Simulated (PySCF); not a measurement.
C2H3AlBrCl, SMILES C=[CH][Al]([Cl])[Br].

Geometry optimised at PBE-D3(BJ)/def2-SVP. The structure was generated by enumeration; whether it is a known compound was not checked. Other conformers were not sampled.

All values below come from TDA-M06-2X/def2-SVPD run with PySCF.

Vertical excitations. Isolated molecule, no solvent. State labels are in the subgroup Cs.

| state | symmetry | energy (eV) | λ (nm) | f | main pairs |
|---|---|---|---|---|---|
| S1 | A" | 5.58 | 222 | 0.002 | HOMO−2→LUMO 55 %, HOMO−1→LUMO 35 % |
| S2 | A" | 6.09 | 204 | 0.000 | HOMO−1→LUMO 59 %, HOMO−2→LUMO 35 % |
| S3 | A' | 6.33 | 196 | 0.164 | HOMO→LUMO 87 % |
| S4 | A" | 6.60 | 188 | 0.000 | HOMO→LUMO+1 82 % |
| S5 | A' | 6.64 | 187 | 0.004 | HOMO−1→LUMO+1 46 %, HOMO−3→LUMO 32 %, HOMO−2→LUMO+1 9 % |
| S6 | A' | 6.78 | 183 | 0.240 | HOMO−3→LUMO 52 %, HOMO−1→LUMO+1 32 % |
| S7 | A" | 6.92 | 179 | 0.000 | HOMO−4→LUMO 74 %, HOMO−2→LUMO+2 12 % |
| S8 | A" | 6.98 | 178 | 0.033 | HOMO−3→LUMO+1 78 % |
| S9 | A' | 7.12 | 174 | 0.225 | HOMO−2→LUMO+1 75 % |
| S10 | A" | 7.57 | 164 | 0.000 | HOMO−2→LUMO+2 40 %, HOMO−1→LUMO+2 20 %, HOMO−4→LUMO 16 %, HOMO−6→LUMO 10 % |
| T1 | A' | 4.20 | 295 | 0 | HOMO→LUMO 72 %, HOMO→LUMO+2 15 % |
| T2 | A" | 5.07 | 244 | 0 | HOMO−2→LUMO 59 %, HOMO−1→LUMO 27 % |
| T3 | A" | 6.01 | 206 | 0 | HOMO−1→LUMO 66 %, HOMO−2→LUMO 26 % |
| T4 | A' | 6.05 | 205 | 0 | HOMO−3→LUMO 76 % |
Triplets are in the Tamm–Dancoff approximation.
